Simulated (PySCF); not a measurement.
No solvent, a single conformation, rapidly exchanging positions averaged, no relativistic terms. Shielding tensors at PBE0/pcSseg-1 (GIAO); GFN2-xTB structure; PySCF.

Shifts are taken against calculated references (same method and geometry level): TMS for 1H, 13C. Shifts are as computed. Against solution values, carbons near 30 ppm lie about +3 ppm off and those near 130 ppm about +5 ppm; carbons on Cl a further +6 ppm. Of 1211 compounds with measured shifts, 218 miss one by over three times the rms of a fit or turn the order of signals round; such compounds aren't used in these exercises. Carbons bonded to Cl come out too deshielded.

Task: Order these molecules by the shift of their most shielded carbon, lowest δ first.
A. O=COC1=CCOC1
B. Fc1cccc(C(F)(F)F)c1
C. Cc1cnnnc1Cl

Result: C (18.3 ppm, methyl carbon on an aromatic ring), A (77.7 ppm, allylic sp3 CH2 bonded to O), B (120.0 ppm, aromatic CH).

Task: How many 13C and 1H signals does each give (equivalence by symmetry and fast rotation, but not about amide C–N or C=N bonds)? `O=COC1=CCOC1`, `Fc1cccc(C(F)(F)F)c1`, `Fc1ccc(C(F)(F)F)cc1`, `Cc1cnnnc1Cl`

Result: O=COC1=CCOC1: 5 C, 4 H; Fc1cccc(C(F)(F)F)c1: 7 C, 4 H; Fc1ccc(C(F)(F)F)cc1: 5 C, 2 H; Cc1cnnnc1Cl: 4 C, 2 H.
